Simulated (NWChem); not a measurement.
## Atomisation of C2H7ClOSi

```xyz
12

C      2.6211     0.4640     0.2590
C      1.4286    -0.0621    -0.5378
Si    -0.1615    -0.1165     0.4443
O     -0.5952     1.3660     1.0486
Cl    -1.6492    -0.8254    -0.8260
H      3.5326     0.5090    -0.3569
H      2.4299     1.4769     0.6463
H      2.8442    -0.1774     1.1265
H      1.6205    -1.0814    -0.9162
H      1.2487     0.5553    -1.4358
H     -0.0839    -1.0116     1.6247
H     -0.8313     2.0523     0.4173
```
Charge 0, spin multiplicity 1.

Program: NWChem. Structure: optimised with PBE0/def2-SVP, with no frequency check, so it may be a saddle point. It is one conformer; others weren't searched.

Basis set: def2-SVP. The atomisation energy is electronic alone: no zero-point, thermal, spin-orbit or counterpoise terms. No value is extrapolated to the basis-set limit. Free atoms are single determinants with multiplicities C 3, Si 3, O 3, Cl 2, H 2. Correlated methods freeze the same cores in atoms and molecule, 13 orbitals in all.

Relative cost: rough, from shared machines, SCF included, HF = 1. Costs are the molecule's.

B3LYP has NWChem's definition, with VWN1-RPA local correlation. GW and range-separated runs recompute their integrals, the others keep them in memory, which bears on the times. The structure started from a generated list of species. No SCF solution was tested for a lower state. Open-shell Hartree-Fock references start from PBE0 orbitals; any time given for them includes that run.

```
method                        atomisation energy (kcal/mol)  relative cost
----------------------------  -----------------------------  -------------
PBE0                                                 1070.2        under 3
M06-2X                                               1074.3              3
PBE                                              (withheld)        under 3
HF                                               (withheld)              1
MP2                                              (withheld)        under 3
B3LYP                                                1060.9        under 3
TPSS                                                 1074.2              3
LC-wPBE (omega 0.3 per bohr)                         1075.9             10
```

### Question
Fill in the missing entries.

### Answer

- PBE, atomisation energy (kcal/mol): 1082.6
- HF, atomisation energy (kcal/mol): 807.7
- MP2, atomisation energy (kcal/mol): 1027.9
